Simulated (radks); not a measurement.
Ionisation of neutral lead, [Hg] 6p2, to [Hg] 6p1 as the strength of local exchange is varied. Calculated with a radial shooting solver on a logarithmic mesh with Libxc functionals: scalar-relativistic Kohn-Sham, Slater X-alpha exchange (alpha = 2/3 is LDA exchange), no correlation, spin-polarised, spherical densities, finite nucleus; open shells are filled with parallel spins first (spin-orbit coupling, left out, can overturn this in heavy ions); Fermi nuclear charge, rms radius 5.5012 fm.

| alpha | E(Pb) (hartree) | exchange (hartree) | IE (eV) | -e of the level emptied (eV) | <r> of it (bohr) |
|---|---|---|---|---|---|
| 0.588 | -20812.8319 | -322.5561 | 5.789 | 2.879 (6p) | 3.541 |
| 0.618 | -20829.3961 | -339.2950 | 6.012 | 3.071 (6p) | 3.494 |
| 0.667 | -20856.4806 | -366.6940 | 6.384 | 3.397 (6p) | 3.420 |
| 0.805 | -20932.9570 | -444.2490 | 7.487 | 4.383 (6p) | 3.237 |
| 0.866 | -20966.8545 | -478.7141 | 8.000 | 4.851 (6p) | 3.166 |
| 1.039 | -21063.2994 | -577.0702 | 9.536 | 6.276 (6p) | 2.987 |

NIST Atomic Spectra Database: 7.417 eV (measured). The Delta-SCF value meets it near alpha = 0.80. Open shells are spherical and high-spin; term and fine-structure splittings are not resolved. Spin-orbit splitting is averaged out at the scalar-relativistic level.
